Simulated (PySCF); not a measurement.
A ladder of Hamiltonians for Ca(18+) (calcium, charge +18)

Occupied: 1s1/2. Hartree-Fock calculated with PySCF 2.14 in an uncontracted even-tempered set (16 s from 1.3 bohr⁻², ratio 2.7; 11 p from 1.6 bohr⁻², ratio 2.7), Gaussian nucleus throughout. NR is non-relativistic, sf-X2C the spin-free one-electron X2C Hamiltonian, X2C adds the bare one-electron spin-orbit term, X2C-SNSO screens it by Boettger's factors, DC is four-component Dirac-Coulomb, and the Gaunt and Breit terms are added at first order (total energies over the DC spinors, levels after relaxing the spinors in that mean field). QED terms are absent. Levels marked empty are virtual spinors of this ion.

| Hamiltonian | E (hartree) | E − E(DC) (hartree) | CPU seconds |
| --- | --- | --- | --- |
| NR | -387.6079 | 2.0555 | 0.29 |
| sf-X2C | -389.6128 | 0.0506 | 0.15 |
| X2C | -389.6128 | 0.0506 | 0.15 |
| X2C-SNSO | -389.6128 | 0.0506 | 0.15 |
| DC | -389.6634 | 0.0000 | 3 |
| DC+Gaunt | -389.5612 | 0.1022 | 2.5 |
| DC+Breit | -389.5612 | 0.1022 | 32 |

Problem. Give the 2p spin-orbit interval with each Hamiltonian that has one.

Solution. X2C 5.771; X2C-SNSO 5.480; DC 5.293; DC+Gaunt 5.041; DC+Breit 5.041 (eV).

```tsv
level (eV)	NR	sf-X2C	X2C	X2C-SNSO	DC	DC+Gaunt	DC+Breit
1s1/2	-5106.6	-5132.0	-5132.0	-5132.0	-5133.3	-5130.6	-5130.6
2s1/2 (empty)	-1150.7	-1157.8	-1157.8	-1157.8	-1157.9	-1157.6	-1157.7
2p1/2 (empty)	-1115.4	-1118.2	-1122.1	-1121.9	-1121.8	-1121.3	-1121.4
2p3/2 (empty)	-1115.4	-1118.2	-1116.3	-1116.4	-1116.5	-1116.2	-1116.3
3s1/2 (empty)	-501.98	-504.45	-504.45	-504.45	-504.49	-504.41	-504.42
```

Weight of the small component: 1s1/2 0.00519, 2s1/2 0.00114, 2p1/2 0.00113, 2p3/2 0.00112, 3s1/2 0.000498.

Koopmans' value for the highest occupied level at DC+Breit: 5130.6 eV, against an ionisation energy of 5128.9 eV (theoretical estimate listed by NIST; NIST Atomic Spectra Database, ionization energies); the former lacks relaxation, correlation, QED and recoil.

The whole ladder took 39 s of wall time on 1 thread of Intel(R) Xeon(R) Platinum 8488C (shared host), launched as `OMP_NUM_THREADS=1 python relrun2.py TASK.json OUT` (a driver that calls PySCF for each Hamiltonian).
